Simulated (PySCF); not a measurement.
PySCF input (PBE0/6-311G**):

```python
import numpy as np, basis_set_exchange as bse
from pyscf import gto, scf, dft, df
from pyscf.prop.polarizability import rks as pol

basis = {'Al': gto.basis.parse(bse.get_basis('6-311G**', elements=['Al'], fmt='nwchem')), 'H': gto.basis.parse(bse.get_basis('6-311G**', elements=['H'], fmt='nwchem'))}
mol = gto.M(
    atom='''
    Al   -0.00000000   -0.00000000   -0.11870982
    H     0.00000000    0.00000000    1.54322771
    ''',
    basis=basis,
    charge=0,
    verbose=4,
    max_memory=2160,
)
mf = dft.RKS(mol, xc='pbe0')
mf.grids.level = 3
mf = mf.density_fit(auxbasis=df.autoaux(mol))
mf.conv_tol = 1e-9
mf.max_cycle = 100
print('smallest overlap eigenvalue', np.linalg.eigvalsh(mol.intor('int1e_ovlp'))[0])
mf.kernel()
dip = mf.dip_moment()
p = pol.Polarizability(mf)
p.max_cycle_cphf = 60
alpha = p.polarizability()
print('polarisability/bohr^3', alpha.trace() / 3)
```

Output:

```
PySCF version 2.14.0

[INPUT] verbose = 4
[INPUT] num. atoms = 2
[INPUT] num. electrons = 14
[INPUT] charge = 0
[INPUT] spin (= nelec alpha-beta = 2S) = 0
[INPUT] symmetry False subgroup None
[INPUT] Mole.unit = angstrom
[INPUT] Symbol           X                Y                Z      unit          X                Y                Z       unit  Magmom
[INPUT]  1 Al     0.000000000000   0.000000000000  -0.118709820000 AA    0.000000000000   0.000000000000  -0.224329048096 Bohr   0.0
[INPUT]  2 H      0.000000000000   0.000000000000   1.543227710000 AA    0.000000000000   0.000000000000   2.916277719740 Bohr   0.0

nuclear repulsion = 4.13932751248478
number of shells = 16
number of NR pGTOs = 53
number of NR cGTOs = 32
basis = {'Al': [[0, [54866.489, 0.000839], [8211.7665, 0.006527], [1866.1761, 0.033666], [531.12934, 0.132902], [175.11797, 0.401266], [64.0055, 0.531338]], [0, [64.0055, 0.202305], [25.292507, 0.62479], [10.53491, 0.227439]], [0, [3.206711, 1.0]], [0, [1.152555, 1.0]], [0, [0.176678, 1.0]], [0, [0.065237, 1.0]], [1, [259.28362, 0.009448], [61.07687, 0.070974], [19.303237, 0.295636], [7.010882, 0.728219]], [1, [2.673865, 0.644467], [1.036596, 0.417413]], [1, [0.316819, 1.0]], [1, [0.114257, 1.0]], [1, [0.041397, 1.0]], [2, [0.325, 1.0]]], 'H': [[0, [33.865, 0.0254938], [5.09479, 0.190373], [1.15879, 0.852161]], [0, [0.32584, 1.0]], [0, [0.102741, 1.0]], [1, [0.75, 1.0]]]}
ecp = {}
ETB for Al: l = 0, exps = 0.082794 * 1.8^n , n = 0..19
ETB for Al: l = 1, exps = 0.082794 * 1.8^n , n = 0..16
ETB for Al: l = 2, exps = 0.082794 * 1.8^n , n = 0..15
ETB for Al: l = 3, exps = 0.36639700000000003 * 2.2^n , n = 0..5
ETB for H: l = 0, exps = 0.205482 * 1.8^n , n = 0..10
ETB for H: l = 1, exps = 0.852741 * 2^n , n = 0..2
ETB for H: l = 2, exps = 1.5 * 2.2^n , n = 0..0
smallest overlap eigenvalue 0.03352874495587873

******** <class 'pyscf.df.df_jk.DFRKS'> ********
method = DFRKS
initial guess = minao
damping factor = 0
level_shift factor = 0
DIIS = <class 'pyscf.scf.diis.CDIIS'>
diis_start_cycle = 1
diis_space = 8
diis_damp = 0
SCF conv_tol = 1e-09
SCF conv_tol_grad = None
SCF max_cycles = 100
direct_scf = False
XC library pyscf.dft.libxc version 7.1.2
    S. Lehtola, C. Steigemann, M. J. T. Oliveira, and M. A. L. Marques,  SoftwareX 7, 1–5 (2018)
XC functionals = pbe0
    C. Adamo and V. Barone,  J. Chem. Phys. 110, 6158 (1999)
    M. Ernzerhof and G. E. Scuseria,  J. Chem. Phys. 110, 5029 (1999)
radial grids:
    Treutler-Ahlrichs [JCP 102, 346 (1995); DOI:10.1063/1.469408] (M4) radial grids

becke partition: Becke, JCP 88, 2547 (1988); DOI:10.1063/1.454033
pruning grids: <function nwchem_prune>
grids dens level: 3
symmetrized grids: False
atomic radii adjust function: <function treutler_atomic_radii_adjust>
small_rho_cutoff = 0
Set gradient conv threshold to 3.16228e-05
Initial guess from minao.
tot grids = 28992
******** <class 'pyscf.df.df.DF'> ********
auxbasis = {'Al': [[0, [np.float64(5863.763718334986), 1]], [0, [np.float64(3257.646510186103), 1]], [0, [np.float64(1809.8036167700575), 1]], [0, [np.float64(1005.4464537611428), 1]], [0, [np.float64(558.5813632006349), 1]], [0, [np.float64(310.3229795559083), 1]], [0, [np.float64(172.40165530883795), 1]], [0, [np.float64(95.77869739379886), 1]], [0, [np.float64(53.210387440999355), 1]], [0, [np.float64(29.561326356110754), 1]], [0, [np.float64(16.4229590867282), 1]], [0, [np.float64(9.123866159293442), 1]], [0, [np.float64(5.068814532940801), 1]], [0, [np.float64(2.8160080738560005), 1]], [0, [np.float64(1.5644489299200004), 1]], [0, [np.float64(0.8691382944000001), 1]], [0, [np.float64(0.4828546080000001), 1]], [0, [np.float64(0.26825256000000003), 1]], [0, [np.float64(0.14902920000000003), 1]], [0, [np.float64(0.082794), 1]], [1, [np.float64(1005.4464537611428), 1]], [1, [np.float64(558.5813632006349), 1]], [1, [np.float64(310.3229795559083), 1]], [1, [np.float64(172.40165530883795), 1]], [1, [np.float64(95.77869739379886), 1]], [1, [np.float64(53.210387440999355), 1]], [1, [np.float64(29.561326356110754), 1]], [1, [np.float64(16.4229590867282), 1]], [1, [np.float64(9.123866159293442), 1]], [1, [np.float64(5.068814532940801), 1]], [1, [np.float64(2.8160080738560005), 1]], [1, [np.float64(1.5644489299200004), 1]], [1, [np.float64(0.8691382944000001), 1]], [1, [np.float64(0.4828546080000001), 1]], [1, [np.float64(0.26825256000000003), 1]], [1, [np.float64(0.14902920000000003), 1]], [1, [np.float64(0.082794), 1]], [2, [np.float64(558.5813632006349), 1]], [2, [np.float64(310.3229795559083), 1]], [2, [np.float64(172.40165530883795), 1]], [2, [np.float64(95.77869739379886), 1]], [2, [np.float64(53.210387440999355), 1]], [2, [np.float64(29.561326356110754), 1]], [2, [np.float64(16.4229590867282), 1]], [2, [np.float64(9.123866159293442), 1]], [2, [np.float64(5.068814532940801), 1]], [2, [np.float64(2.8160080738560005), 1]], [2, [np.float64(1.5644489299200004), 1]], [2, [np.float64(0.8691382944000001), 1]], [2, [np.float64(0.4828546080000001), 1]], [2, [np.float64(0.26825256000000003), 1]], [2, [np.float64(0.14902920000000003), 1]], [2, [np.float64(0.082794), 1]], [3, [np.float64(18.882753039040008), 1]], [3, [np.float64(8.583069563200002), 1]], [3, [np.float64(3.9013952560000016), 1]], [3, [np.float64(1.7733614800000004), 1]], [3, [np.float64(0.8060734000000002), 1]], [3, [np.float64(0.36639700000000003), 1]]], 'H': [[0, [np.float64(73.3666746661153), 1]], [0, [np.float64(40.75926370339739), 1]], [0, [np.float64(22.644035390776324), 1]], [0, [np.float64(12.580019661542401), 1]], [0, [np.float64(6.988899811968), 1]], [0, [np.float64(3.8827221177600006), 1]], [0, [np.float64(2.1570678432), 1]], [0, [np.float64(1.198371024), 1]], [0, [np.float64(0.66576168), 1]], [0, [np.float64(0.3698676), 1]], [0, [np.float64(0.205482), 1]], [1, [np.float64(3.410964), 1]], [1, [np.float64(1.705482), 1]], [1, [np.float64(0.852741), 1]], [2, [np.float64(1.5), 1]]]}
init E= -242.717311848549
  HOMO = -0.198435051828923  LUMO = -0.07407010435371  gap/eV = 3.38414
cycle= 1 E= -242.849886661488  delta_E= -0.133  |g|= 0.153  |ddm|= 0.97
  HOMO = -0.209620498646473  LUMO = -0.0719579186200788  gap/eV = 3.74599
cycle= 2 E= -242.855583108986  delta_E= -0.0057  |g|= 0.0793  |ddm|= 0.355
  HOMO = -0.212372688275011  LUMO = -0.0665976062224744  gap/eV = 3.96674
cycle= 3 E= -242.85761908611  delta_E= -0.00204  |g|= 0.0065  |ddm|= 0.144
  HOMO = -0.213410612299015  LUMO = -0.0668141894210449  gap/eV = 3.98909
cycle= 4 E= -242.857624574632  delta_E= -5.49e-06  |g|= 0.00102  |ddm|= 0.00842
  HOMO = -0.213404879743791  LUMO = -0.0668867884805894  gap/eV = 3.98696
cycle= 5 E= -242.857625080059  delta_E= -5.05e-07  |g|= 0.000131  |ddm|= 0.00284
  HOMO = -0.213386337673882  LUMO = -0.0668727761383636  gap/eV = 3.98684
cycle= 6 E= -242.857625089274  delta_E= -9.21e-09  |g|= 1.68e-05  |ddm|= 0.000367
  HOMO = -0.213381245388803  LUMO = -0.066868997075173  gap/eV = 3.98680
cycle= 7 E= -242.857625089342  delta_E= -6.82e-11  |g|= 1.76e-06  |ddm|= 3.4e-05
  HOMO = -0.213382034003288  LUMO = -0.0668698158103579  gap/eV = 3.98680
Extra cycle  E= -242.857625089343  delta_E= -7.39e-13  |g|= 1.02e-06  |ddm|= 4.09e-06
converged SCF energy = -242.857625089343
Dipole moment(X, Y, Z, Debye):  0.00000,  0.00000, -0.02679
Isotropic polarizability 39.631407884
Polarizability anisotropy 8.76902161981
polarisability/bohr^3 39.63140788398636
```
